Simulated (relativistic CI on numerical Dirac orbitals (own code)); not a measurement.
# Cr3+: 3d valence photoemission

Computed with this model: Dirac-Coulomb-Breit CI, KLI orbitals optimised for each configuration, QED by a radiative potential, multiplet model of photoemission in the sudden approximation, unscaled Slater integrals; configurations [Ar] 3d3 → [Ar] 3d2; 80 K; Lorentzian 0.42 eV and Gaussian 0.5 eV FWHM. Energies are those of the free ion, without screening or charge transfer. The energies are binding energies and can lie tens of eV above those of solids. S is read from ⟨S²⟩ = S(S + 1).

Field parameters in Wybourne normalisation: Oh B⁴₀ = 21Dq, B⁴₄ = √(5/14) B⁴₀. The field is a parameter set, without covalency.

Computed curve for Oh, 10Dq = 4100 cm⁻¹, scaled to 100 at the maximum (points under 2 are left out and the grid is thinned):

Energy (eV), Intensity and a bar:
```
     46.5        2.2 
     46.6        2.5 
     46.7        2.8 
     46.8        3.2 
     46.9        3.7 
     47.0        4.3 #
     47.1        5.1 #
     47.2        6.1 #
     47.3        7.5 ##
     47.4        9.4 ##
     47.5       12.3 ###
     47.6       16.5 ####
     47.7       23.0 ######
     47.8       32.7 #########
     47.9       46.1 #############
     48.0       62.8 ###################
     48.1       80.2 ########################
     48.2       94.1 ############################
     48.3      100.0 ##############################
     48.4       95.9 #############################
     48.5       83.2 #########################
     48.6       66.1 ####################
     48.7       49.1 ##############
     48.8       35.1 ##########
     48.9       24.8 #######
     49.0       17.8 #####
     49.1       13.2 ###
     49.2       10.2 ##
     49.3        8.2 ##
     49.4        6.7 #
     49.5        5.7 #
     49.6        5.0 #
     49.7        4.4 #
     49.8        4.1 #
     49.9        3.9 #
     50.0        3.8 #
     50.1        3.9 #
     50.2        4.2 #
     50.3        4.8 #
     50.4        5.8 #
     50.5        7.4 ##
     50.6        9.6 ##
     50.7       12.3 ###
     50.8       15.1 ####
     50.9       17.1 #####
     51.0       17.6 #####
     51.1       16.4 ####
     51.2       14.0 ####
     51.3       11.0 ###
     51.4        8.2 ##
     51.5        6.0 #
     51.6        4.4 #
     51.7        3.3 
     51.8        2.6 
     51.9        2.1
```

The ground state has S = 1.50, and the centroid lies at 48.69 eV.
